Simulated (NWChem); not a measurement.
System: C2H6OSi2; SMILES O=C1C[SiH2][SiH2]1

Output (shortened):

```
             Northwest Computational Chemistry Package (NWChem) 7.3.0
             --------------------------------------------------------

                             Geometry "geometry" -> ""
                             -------------------------

 Output coordinates in angstroms (scale by  1.889725989 to convert to a.u.)

  No.       Tag          Charge          X              Y              Z
 ---- ---------------- ---------- -------------- -------------- --------------
    1 O                    8.0000     0.50610200    -2.20381000     0.52570700
    2 C                    6.0000     0.29879200    -1.11717000     0.06179300
    3 C                    6.0000     1.35900600    -0.09425200    -0.34681700
    4 Si                  14.0000     0.40886000     1.49660700     0.16854300
    5 Si                  14.0000    -1.35367900    -0.03212600    -0.07534600
    6 H                    1.0000     2.36607400    -0.32653400     0.03288400
    7 H                    1.0000     1.39610500    -0.07661000    -1.45362600
    8 H                    1.0000     0.57861700     2.65034800    -0.76099100
    9 H                    1.0000     0.69155000     1.90641700     1.57554600
   10 H                    1.0000    -1.92011800    -0.06915400    -1.46000700
   11 H                    1.0000    -2.42850400    -0.26740700     0.93182000

 Effective nuclear repulsion energy (a.u.)     268.2441271572

                                 NWChem DFT Module
                                 -----------------

 Summary of "ao basis" -> "ao basis" (spherical)
 ------------------------------------------------------------------------------
       Tag                 Description            Shells   Functions and Types
 ---------------- ------------------------------  ------  ---------------------
 O                          def2-svp                 6       14   3s2p1d
 C                          def2-svp                 6       14   3s2p1d
 Si                         def2-svp                 8       18   4s3p1d
 H                          def2-svp                 3        5   2s1p

 in cosmo_initialize ...
 calling solv_data for solv:h2o

 solvent parameters
 solvname_short: h2o
 solvname_long:  water
 dielec:       78.4000
 dielecinf:     1.7769
 aqueous SMD model solvent descriptors
 dielec:       78.4000
 sola:          0.8200

          ---------------
          -cosmo- solvent
          ---------------
 Cosmo: York-Karplus, doi: 10.1021/jp992097l
 dielectric constant -eps-     =  78.40
 screen = (eps-1)/(eps    )    =   0.98724
 surface charge correction     = lagrangian

   van der Waals surface
 --------------------------

[...]

                                COSMO-SMD solvation results
                                ---------------------------

             internal energy in gas <Psi(g)|H|Psi(g)> =      -733.647139254938
         internal energy in solvent <Psi(s)|H|Psi(s)> =      -733.644581335247
                               delta internal energy  =         0.002557919691 (    1.61 kcal/mol)
   total free energy in solvent <Psi(s)|H+V/2|Psi(s)> =      -733.656300804411
 polarization energy contribution <Psi(s)|V/2|Psi(s)> =        -0.011719469164 (   -7.35 kcal/mol)
    total free energy in solvent including G(SMD-CDS) =      -733.649188324158
                       G(SMD-CDS) energy contribution =         0.007112480254 (    4.46 kcal/mol)
     1 M fixed-concentration free energy of solvation =        -0.002049069219 (   -1.29 kcal/mol)

                       DFT Final Molecular Orbital Analysis
                       ------------------------------------

 Vector   25  Occ=2.000000D+00  E=-3.863873D-01
              MO Center=  6.9D-01,  4.2D-01,  1.5D-01, r^2= 3.7D+00
   Bfn.  Coefficient  Atom+Function         Bfn.  Coefficient  Atom+Function
  ----- ------------  ---------------      ----- ------------  ---------------
    33      0.299349   3 C  py               51     -0.244020   4 Si py
     6     -0.222267   1 O  pz               94     -0.209968   9 H  s
    36      0.175102   3 C  py               54     -0.168565   4 Si py
     9     -0.162446   1 O  pz               34      0.151650   3 C  pz
    17     -0.147027   2 C  s                48      0.133373   4 Si py

 Vector   26  Occ=2.000000D+00  E=-3.381435D-01
              MO Center= -3.2D-01,  3.4D-01,  1.9D-02, r^2= 3.8D+00
   Bfn.  Coefficient  Atom+Function         Bfn.  Coefficient  Atom+Function
  ----- ------------  ---------------      ----- ------------  ---------------
    50      0.250369   4 Si px               68     -0.237652   5 Si px
    53      0.211150   4 Si px               32     -0.201704   3 C  px
    71     -0.193542   5 Si px               31      0.179284   3 C  s
    63     -0.177642   5 Si s                 4     -0.147988   1 O  px
    99      0.145208  10 H  s                35     -0.142342   3 C  px

 Vector   27  Occ=2.000000D+00  E=-2.979218D-01
              MO Center=  8.5D-02, -8.0D-01,  1.4D-01, r^2= 3.5D+00
   Bfn.  Coefficient  Atom+Function         Bfn.  Coefficient  Atom+Function
  ----- ------------  ---------------      ----- ------------  ---------------
     4      0.420415   1 O  px                7      0.346896   1 O  px
    18     -0.253222   2 C  px               17      0.250748   2 C  s
    31     -0.234952   3 C  s                69     -0.231536   5 Si py
    33      0.203657   3 C  py               72     -0.198262   5 Si py
    53      0.158736   4 Si px               50      0.151040   4 Si px

 Vector   28  Occ=0.000000D+00  E=-1.315819D-02
              MO Center=  3.5D-02, -6.4D-01,  2.1D-02, r^2= 3.8D+00
   Bfn.  Coefficient  Atom+Function         Bfn.  Coefficient  Atom+Function
  ----- ------------  ---------------      ----- ------------  ---------------
   100      0.455052  10 H  s                73      0.442021   5 Si pz
    23      0.354666   2 C  pz               90      0.352765   8 H  s
    20      0.346661   2 C  pz                9     -0.320546   1 O  pz
    64     -0.301329   5 Si s                 6     -0.293722   1 O  pz
   105     -0.287086  11 H  s                31     -0.269874   3 C  s

 Vector   29  Occ=0.000000D+00  E= 3.652266D-02
              MO Center= -8.8D-01,  4.4D-01, -1.6D-02, r^2= 5.0D+00
   Bfn.  Coefficient  Atom+Function         Bfn.  Coefficient  Atom+Function
  ----- ------------  ---------------      ----- ------------  ---------------
    72      1.043395   5 Si py               53      0.744669   4 Si px
    17      0.718931   2 C  s                31     -0.352843   3 C  s
    46     -0.318778   4 Si s                45     -0.303282   4 Si s
    22      0.271081   2 C  py               54      0.234723   4 Si py
    69      0.222014   5 Si py               21     -0.192525   2 C  px

 Vector   30  Occ=0.000000D+00  E= 5.662825D-02
              MO Center= -1.6D-01,  1.1D+00,  1.4D-02, r^2= 4.9D+00
   Bfn.  Coefficient  Atom+Function         Bfn.  Coefficient  Atom+Function
  ----- ------------  ---------------      ----- ------------  ---------------
    31      1.084778   3 C  s                71     -0.844688   5 Si px
    54      0.741688   4 Si py               53     -0.656465   4 Si px
    17      0.551356   2 C  s                95     -0.457830   9 H  s
    55      0.435535   4 Si pz              105     -0.394097  11 H  s
    36      0.391234   3 C  py               21     -0.291967   2 C  px

     Multipole analysis of the density
     ---------------------------------

     L   x y z        total         alpha         beta         nuclear
     -   - - -        -----         -----         ----         -------
     0   0 0 0     -0.000000    -27.000000    -27.000000     54.000000

     1   1 0 0     -0.131237     -1.437429     -1.437429      2.743621
     1   0 1 0      1.357872      1.226217      1.226217     -1.094563
     1   0 0 1     -0.602858     -2.820336     -2.820336      5.037813

     2   2 0 0    -32.276246   -122.565988   -122.565988    212.855729
     2   1 1 0      1.260041      0.208897      0.208897      0.842246
     2   1 0 1     -0.929486     -2.325400     -2.325400      3.721314
     2   0 2 0    -40.511903   -178.481952   -178.481952    316.452001
     2   0 1 1      1.905386      9.848359      9.848359    -17.791332
     2   0 0 2    -33.642980    -37.548285    -37.548285     41.453590
```

Level: M05-2X/def2-SVP, SMD on the gas-phase geometry. Geometry: optimised at PBE0/def2-SVP. Solvent: water.

### Question
Which NWChem input produces such a log?

### Answer
This is not unique; one that fits is the input that was run:
```
start job
memory heap 200 mb stack 900 mb global 1100 mb
geometry units angstroms noautosym nocenter noautoz
  O      0.506102    -2.203810     0.525707
  C      0.298792    -1.117170     0.061793
  C      1.359006    -0.094252    -0.346817
  Si     0.408860     1.496607     0.168543
  Si    -1.353679    -0.032126    -0.075346
  H      2.366074    -0.326534     0.032884
  H      1.396105    -0.076610    -1.453626
  H      0.578617     2.650348    -0.760991
  H      0.691550     1.906417     1.575546
  H     -1.920118    -0.069154    -1.460007
  H     -2.428504    -0.267407     0.931820
end
basis spherical
  * library def2-svp
end
dft
  xc m05-2x
  iterations 150
end
cosmo
  do_cosmo_smd true
  solvent water
end
task dft energy
```
